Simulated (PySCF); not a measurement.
PySCF input for C₂H₉NSn, SMILES C[CH2][SnH2][NH2], TDDFT-B3LYP/def2-SVPD. Geometry optimised at r2SCAN-D4/def2-SVP. The structure was generated by enumeration; whether it is a known compound was not checked. The def2 effective core potentials stand for the cores of Sn; spin–orbit coupling is left out. The values are those of a single conformer.

```python
import numpy as np
from pyscf import gto, scf, dft, tdscf

mol = gto.M(
    atom='''
    Sn    0.40625084   -0.35750133    0.24289749
    N     1.24078577    1.30302979   -0.65612930
    C    -1.64688976   -0.32296061   -0.44312481
    C    -2.20274826    1.09844299   -0.49128458
    H     1.31035391   -1.69256418   -0.34880994
    H     0.49138945   -0.30578839    1.97138520
    H     0.98874540    2.16542541   -0.16962687
    H     2.26151608    1.26568371   -0.64624175
    H    -1.64865451   -0.78218880   -1.44559892
    H    -2.24943484   -0.97515298    0.21054125
    H    -2.24805157    1.55750886    0.51084259
    H    -3.22701707    1.11974623   -0.90155950
    H    -1.57906115    1.74829353   -1.12644477
    ''',
    basis='def2-SVPD',
    ecp={'Sn': 'def2-svp'},
    charge=0,
    spin=0,
    max_memory=1600,
    verbose=4,
)
mf = dft.RKS(mol, xc='b3lyp').density_fit(auxbasis='def2-universal-jkfit')
mf.grids.level = 3
mf.conv_tol = 1e-9
mf.max_cycle = 100
mf.kernel()
mf.grids = dft.Grids(mol).set(level=1).build(with_non0tab=True)  # coarser grid for the response kernel
td = tdscf.TDDFT(mf)
td.singlet = True
td.nstates = 10
td.conv_tol = 1e-4
td.positive_eig_threshold = 1e-6
td.kernel(x0=td.get_init_guess(mf, 15))
td.analyze()
tt = tdscf.TDA(mf)
tt.singlet = False
tt.nstates = 4
tt.conv_tol = 1e-4
tt.positive_eig_threshold = 1e-6
tt.kernel(x0=tt.get_init_guess(mf, 9))
tt.analyze(verbose=3)
```

Log of the run:

```
PySCF version 2.14.0

[INPUT] verbose = 4
[INPUT] num. atoms = 13
[INPUT] num. electrons = 50
[INPUT] charge = 0
[INPUT] spin (= nelec alpha-beta = 2S) = 0
[INPUT] symmetry False subgroup None
[INPUT] Mole.unit = angstrom
[INPUT] Symbol           X                Y                Z      unit          X                Y                Z       unit  Magmom
[INPUT]  1 Sn     0.406250840000  -0.357501330000   0.242897490000 AA    0.767702825475  -0.675579602868   0.459009732444 Bohr   0.0
[INPUT]  2 N      1.240785770000   1.303029790000  -0.656129300000 AA    2.344745284558   2.462369435250  -1.239904679303 Bohr   0.0
[INPUT]  3 C     -1.646889760000  -0.322960610000  -0.443124810000 AA   -3.112170603751  -0.610307101922  -0.837384529900 Bohr   0.0
[INPUT]  4 C     -2.202748260000   1.098442990000  -0.491284580000 AA   -4.162590932762   2.075756414548  -0.928393305422 Bohr   0.0
[INPUT]  5 H      1.310353910000  -1.692564180000  -0.348809940000 AA    2.476210016153  -3.198482748449  -0.659155256126 Bohr   0.0
[INPUT]  6 H      0.491389450000  -0.305788390000   1.971385200000 AA    0.928591481001  -0.577856309172   3.725378114021 Bohr   0.0
[INPUT]  7 H      0.988745400000   2.165425410000  -0.169626870000 AA    1.868458012924   4.092060968074  -0.320548327667 Bohr   0.0
[INPUT]  8 H      2.261516080000   1.265683710000  -0.646241750000 AA    4.273646017500   2.391795572223  -1.221219917760 Bohr   0.0
[INPUT]  9 H     -1.648654510000  -0.782188800000  -1.445598920000 AA   -3.115505497929  -1.478122609702  -2.731786044767 Bohr   0.0
[INPUT] 10 H     -2.249434840000  -0.975152980000   0.210541250000 AA   -4.250815782655  -1.842772061753   0.397865300424 Bohr   0.0
[INPUT] 11 H     -2.248051570000   1.557508860000   0.510842590000 AA   -4.248201781199   2.943265181984   0.965352587863 Bohr   0.0
[INPUT] 12 H     -3.227017070000   1.119746230000  -0.901559500000 AA   -6.098178461596   2.116013703714  -1.703700540000 Bohr   0.0
[INPUT] 13 H     -1.579061150000   1.748293530000  -1.126444770000 AA   -2.983993107441   3.303795957049  -2.128672109749 Bohr   0.0

nuclear repulsion = 210.174235655288
number of shells = 72
number of NR pGTOs = 247
number of NR cGTOs = 164
basis = def2-SVPD
ecp = {'Sn': 'def2-svp'}


******** <class 'pyscf.df.df_jk.DFRKS'> ********
method = DFRKS
initial guess = minao
damping factor = 0
level_shift factor = 0
DIIS = <class 'pyscf.scf.diis.CDIIS'>
diis_start_cycle = 1
diis_space = 8
diis_damp = 0
SCF conv_tol = 1e-09
SCF conv_tol_grad = None
SCF max_cycles = 100
direct_scf = False
XC library pyscf.dft.libxc version 7.1.2
    S. Lehtola, C. Steigemann, M. J. T. Oliveira, and M. A. L. Marques,  SoftwareX 7, 1–5 (2018)
XC functionals = b3lyp
    P. J. Stephens, F. J. Devlin, C. F. Chabalowski, and M. J. Frisch,  J. Phys. Chem. 98, 11623 (1994)
radial grids:
    Treutler-Ahlrichs [JCP 102, 346 (1995); DOI:10.1063/1.469408] (M4) radial grids

becke partition: Becke, JCP 88, 2547 (1988); DOI:10.1063/1.454033
pruning grids: <function nwchem_prune>
grids dens level: 3
symmetrized grids: False
atomic radii adjust function: <function treutler_atomic_radii_adjust>
small_rho_cutoff = 0
Set gradient conv threshold to 3.16228e-05
Initial guess from minao.
tot grids = 152368
******** <class 'pyscf.df.df.DF'> ********
auxbasis = def2-universal-jkfit
init E= -327.069796175306
  HOMO = -0.658421957890336  LUMO = -0.560303993846178  gap/eV = 2.66993
cycle= 1 E= -348.832834522699  delta_E= -21.8  |g|= 2.81  |ddm|= 12.5
  HOMO = 0.0333693205805535  LUMO = 0.0387457263187362  gap/eV = 0.14630
cycle= 2 E= -341.401668528966  delta_E= 7.43  |g|= 6.92  |ddm|= 62.9
  HOMO = -0.244732459053688  LUMO = -0.0171330081868675  gap/eV = 6.19330
cycle= 3 E= -350.602479928301  delta_E= -9.2  |g|= 0.385  |ddm|=   62
  HOMO = -0.224588570472109  LUMO = -0.00535762567865916  gap/eV = 5.96558
cycle= 4 E= -350.630599811155  delta_E= -0.0281  |g|= 0.233  |ddm|= 1.18
  HOMO = -0.258806772639714  LUMO = -0.00982616093907041  gap/eV = 6.77511
cycle= 5 E= -350.64237533394  delta_E= -0.0118  |g|= 0.0872  |ddm|= 0.496
  HOMO = -0.249087780772511  LUMO = -0.00857684036372675  gap/eV = 6.54464
cycle= 6 E= -350.644063082546  delta_E= -0.00169  |g|= 0.0237  |ddm|= 0.153
  HOMO = -0.252564941999811  LUMO = -0.00954426060555136  gap/eV = 6.61293
cycle= 7 E= -350.644197011775  delta_E= -0.000134  |g|= 0.00693  |ddm|= 0.0408
  HOMO = -0.252303836267485  LUMO = -0.00948010026269586  gap/eV = 6.60757
cycle= 8 E= -350.644209136266  delta_E= -1.21e-05  |g|= 0.000935  |ddm|= 0.00982
  HOMO = -0.252182869225425  LUMO = -0.00943230649436266  gap/eV = 6.60558
cycle= 9 E= -350.644209363839  delta_E= -2.28e-07  |g|= 0.000372  |ddm|= 0.00185
  HOMO = -0.252164861674745  LUMO = -0.00942236611550129  gap/eV = 6.60536
cycle= 10 E= -350.644209395674  delta_E= -3.18e-08  |g|= 0.000154  |ddm|= 0.000624
  HOMO = -0.252161619298565  LUMO = -0.00942043987154939  gap/eV = 6.60532
cycle= 11 E= -350.644209402462  delta_E= -6.79e-09  |g|= 2.12e-05  |ddm|= 0.000214
  HOMO = -0.252163144129389  LUMO = -0.00942091674381373  gap/eV = 6.60535
cycle= 12 E= -350.644209402605  delta_E= -1.44e-10  |g|= 3.37e-06  |ddm|= 5.76e-05
  HOMO = -0.252163368344617  LUMO = -0.00942133101635001  gap/eV = 6.60535
Extra cycle  E= -350.644209402608  delta_E= -2.5e-12  |g|= 3.23e-06  |ddm|= 1.33e-05
converged SCF energy = -350.644209402608
tot grids = 45760
Overwritten attributes  positive_eig_threshold  of <class 'pyscf.tdscf.rks.TDDFT'>


******** <class 'pyscf.tdscf.rks.TDDFT'> for <class 'pyscf.df.df_jk.DFRKS'> ********
nstates = 10 singlet
deg_eia_thresh = 1.000e-03
wfnsym = None
conv_tol = 0.0001
eigh lindep = 1e-12
eigh level_shift = 0
eigh max_cycle = 100


Excitation energies (eV)
[5.5776811  6.23022868 6.30899022 6.50569448 6.91733036 6.98457435
 7.25290626 7.28534058 7.43274765 7.51215711]

** Singlet excitation energies and oscillator strengths **
Excited State   1:      5.57768 eV    222.29 nm  f=0.0341
      25 -> 26       -0.69883
Excited State   2:      6.23023 eV    199.00 nm  f=0.0506
      25 -> 27        0.67623
      25 -> 28       -0.14234
Excited State   3:      6.30899 eV    196.52 nm  f=0.0172
      25 -> 27       -0.13340
      25 -> 28       -0.67226
Excited State   4:      6.50569 eV    190.58 nm  f=0.0217
      24 -> 26       -0.68582
Excited State   5:      6.91733 eV    179.24 nm  f=0.0125
      24 -> 27       -0.23525
      25 -> 29       -0.63837
Excited State   6:      6.98457 eV    177.51 nm  f=0.0017
      24 -> 27       -0.54228
      24 -> 28       -0.35615
      25 -> 29        0.24068
Excited State   7:      7.25291 eV    170.94 nm  f=0.0313
      24 -> 28       -0.19971
      25 -> 30       -0.62157
      25 -> 31        0.18808
Excited State   8:      7.28534 eV    170.18 nm  f=0.2454
      24 -> 27        0.35331
      24 -> 28       -0.52301
      25 -> 30        0.18826
      25 -> 31       -0.13751
Excited State   9:      7.43275 eV    166.81 nm  f=0.0382
      23 -> 26        0.64904
      25 -> 30       -0.14168
      25 -> 31       -0.16192
Excited State  10:      7.51216 eV    165.04 nm  f=0.0144
      23 -> 26       -0.17716
      25 -> 30       -0.20100
      25 -> 31       -0.59750
      25 -> 32       -0.18545

** Transition electric dipole moments (AU) **
state          X           Y           Z        Dip. S.      Osc.
  1         0.0285      0.2358     -0.4391      0.2492      0.0341
  2        -0.0383     -0.3259      0.4730      0.3314      0.0506
  3         0.2891      0.0454      0.1608      0.1115      0.0172
  4         0.1225     -0.2403      0.2520      0.1363      0.0217
  5         0.1578      0.2098      0.0709      0.0739      0.0125
  6         0.0247     -0.0610      0.0755      0.0100      0.0017
  7         0.3238     -0.1011      0.2469      0.1761      0.0313
  8         1.0931     -0.1085      0.4101      1.3748      0.2454
  9        -0.4274     -0.0552      0.1546      0.2096      0.0382
 10        -0.1179     -0.0117     -0.2536      0.0784      0.0144

WARN: ECP detected. Skipping calculation of transition velocity and magnetic dipole moments, which have not yet been implemented.

Overwritten attributes  positive_eig_threshold  of <class 'pyscf.tdscf.rks.TDA'>


******** <class 'pyscf.tdscf.rks.TDA'> for <class 'pyscf.df.df_jk.DFRKS'> ********
nstates = 4 triplet
deg_eia_thresh = 1.000e-03
wfnsym = None
conv_tol = 0.0001
eigh lindep = 1e-12
eigh level_shift = 0
eigh max_cycle = 100


Excitation energies (eV)
[5.03992354 5.82204465 6.04430962 6.24521552]

** Triplet excitation energies and oscillator strengths **
Excited State   1:      5.03992 eV    246.00 nm  f=0.0000
Excited State   2:      5.82204 eV    212.96 nm  f=0.0000
Excited State   3:      6.04431 eV    205.13 nm  f=0.0000
Excited State   4:      6.24522 eV    198.53 nm  f=0.0000
```

Self-consistency was reached.
